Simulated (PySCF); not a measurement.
H2W, SMILES [WH2] (connectivity only; charge and spin as stated), neutral, multiplicity 5. The structure is a stationary point at PBE0-D3(BJ)/def2-TZVPD. The spin state was assumed, not searched. The def2 effective core potentials stand for the cores of W; spin–orbit coupling is left out.

Level of theory: PySCF 2.14.0 with PBE0-D3(BJ)/def2-TZVPD.

Harmonic wavenumbers (cm⁻¹): 656, 1934, 1946. Rotational constants (GHz): 285.1, 122.5, 85.67; symmetry number 2.

### Question
Work out the zero-point energy and the ideal-gas rigid-rotor harmonic-oscillator thermochemistry at 298.15 K and 1 atm.

### Answer
ZPE = ½ Σ hcν = ½ × 4536 cm⁻¹ = 27.13 kJ/mol. H − E(el) = 37.40 kJ/mol. Entropy in J/(mol K): translation 173.91, rotation 58.41, vibration 1.53, spin 13.38, total 247.24. G − E(el) = -36.32 kJ/mol. Cp = 37.22 J/(mol K).
